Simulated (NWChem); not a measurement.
System: CH5FOSi; SMILES [SiH2](F)CO

The following NWChem deck was run.

```
start job
memory heap 200 mb stack 900 mb global 1100 mb
geometry units angstroms
  O      0.610232    -1.838145     0.224088
  C     -0.377386    -1.075412    -0.432683
  Si    -0.462849     0.715555     0.147190
  F      0.888581     1.518440    -0.271181
  H      0.401986    -1.860928     1.163855
  H     -1.390515    -1.528292    -0.360422
  H     -0.132910    -1.085722    -1.508742
  H     -1.624140     1.421586    -0.468089
  H     -0.553888     0.741289     1.637964
end
basis spherical
  * library def2-svp
end
dft
  xc xpbe96 cpbe96
  iterations 150
end
driver
  maxiter 120
end
task dft optimize
task dft freq
```

The level has its own optimisation; frequencies are unscaled.

**Question.** Give the results of this calculation. (PBE/def2-SVP.) Quantities: r C–O (Å); r H–O (Å); r C–Si (Å); r F–Si (Å); highest harmonic frequency (cm⁻¹); lowest (cm⁻¹); zero-point energy (kcal/mol); dipole (D).

**Answer.** 
```
Quantity                           Result
---------------------------------  ------
r C–O (Å)                           1.424
r H–O (Å)                           0.975
r C–Si (Å)                          1.897
r F–Si (Å)                          1.642
highest harmonic frequency (cm⁻¹)    3697
lowest (cm⁻¹)                         101
zero-point energy (kcal/mol)         37.5
dipole (D)                           2.23
```
